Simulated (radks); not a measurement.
The numbers below are computed, except where a source is named.
Isoelectronic series with 25 electrons, all held in the configuration [Ar] 3d5 4s2, which need not be the ground one along the series. Code: a radial shooting solver on a logarithmic mesh with Libxc functionals. Model: Dirac Kohn-Sham, PBEsol, spin-unpolarised, spherical densities, finite nucleus; open shells fill j = l - 1/2 first; Fermi nuclear charge, rms radius of each element as measured or else 0.836 A^(1/3) + 0.57 fm. Total energies (hartree) and mean radii <r> (bohr):

ion    E (hartree)   4s1/2   3d5/2   3d3/2   3p3/2
Mn     -1157.18995   3.082   1.228   1.221  0.9080
Zn5+   -1783.75574   1.644  0.6868  0.6840  0.6705
Br10+  -2557.43149   1.179  0.5034  0.5009  0.5269
Zr15+  -3480.50078  0.9275  0.4013  0.3987  0.4336
Rh20+  -4556.31685  0.7658  0.3347  0.3320  0.3681
Sn25+  -5789.07797  0.6520  0.2875  0.2847  0.3197
Cs30+   -7183.8576  0.5670  0.2522  0.2491  0.2824
Nd35+   -8746.7348  0.5008  0.2246  0.2213  0.2526
Tb40+  -10484.9362  0.4475  0.2025  0.1990  0.2284
Yb45+  -12407.0425  0.4037  0.1843  0.1806  0.2083
Re50+  -14523.5353  0.3668  0.1692  0.1652  0.1912
